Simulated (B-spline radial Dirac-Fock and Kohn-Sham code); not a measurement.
These are calculated numbers from a B-spline atomic structure program; the model is Dirac-Fock energy differences between relaxed states, corrected for Breit and QED terms. Free neutral atoms.

**Question.** Order these X-ray lines by photon energy, lowest first.
A. Dy Lβ6
B. Ho Lβ4
C. Pm Lβ1
D. Ge Kα1
E. Yb Lγ3
F. Ce Lβ2

**Answer.** F (5614.8 eV), C (5960.9 eV), A (7368.3 eV), B (7475.4 eV), D (9885.6 eV), E (10143.7 eV).
